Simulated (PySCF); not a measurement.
## I+ (iodine, charge +1) across methods

[Kr] 4d10 5s1 5p5, high-spin 3P determinant (an excited configuration). All numbers are calculated (PySCF 2.14, scalar relativity by spin-free X2C-1e, in aug-cc-pVQZ-DK3 (9s8p6d3f2g, 102 functions)).

```json
{"method": "r2SCAN", "E (hartree)": "-7114.52", "mean ε 5s α (eV)": "-28.608", "mean ε 5p α (eV)": "-17.090", "mean ε 5p β (eV)": "-15.256", "Σ⟨r²⟩ (bohr²)": "51.50", "⟨S²⟩": "2.008"}
{"method": "MN15", "E (hartree)": "-7119.52", "mean ε 5s α (eV)": "-30.683", "mean ε 5p α (eV)": "-18.607", "mean ε 5p β (eV)": "-16.615", "Σ⟨r²⟩ (bohr²)": "51.23", "⟨S²⟩": "2.004"}
{"method": "PBE0", "E (hartree)": "-7114.17", "mean ε 5s α (eV)": "-29.987", "mean ε 5p α (eV)": "-17.979", "mean ε 5p β (eV)": "-16.017", "Σ⟨r²⟩ (bohr²)": "51.53", "⟨S²⟩": "2.005"}
{"method": "UHF", "E (hartree)": "-7111.58938", "mean ε 5s α (eV)": "-36.010", "mean ε 5p α (eV)": "-21.342", "mean ε 5p β (eV)": "-17.369", "Σ⟨r²⟩ (bohr²)": "52.44", "⟨S²⟩": "2.017"}
{"method": "LDA", "E (hartree)": "-7107.97", "mean ε 5s α (eV)": "-27.866", "mean ε 5p α (eV)": "-16.684", "mean ε 5p β (eV)": "-15.365", "Σ⟨r²⟩ (bohr²)": "51.38", "⟨S²⟩": "2.002"}
{"method": "M06-2X", "E (hartree)": "-7115.16", "mean ε 5s α (eV)": "-32.422", "mean ε 5p α (eV)": "-19.412", "mean ε 5p β (eV)": "-16.591", "Σ⟨r²⟩ (bohr²)": "51.73", "⟨S²⟩": "2.014"}
{"method": "PBE", "E (hartree)": "-7114.10", "mean ε 5s α (eV)": "-27.675", "mean ε 5p α (eV)": "-16.583", "mean ε 5p β (eV)": "-15.151", "Σ⟨r²⟩ (bohr²)": "51.50", "⟨S²⟩": "2.004"}
{"method": "wB97X", "E (hartree)": "-7114.78", "mean ε 5s α (eV)": "-32.747", "mean ε 5p α (eV)": "-20.224", "mean ε 5p β (eV)": "-18.195", "Σ⟨r²⟩ (bohr²)": "51.55", "⟨S²⟩": "2.004"}
```
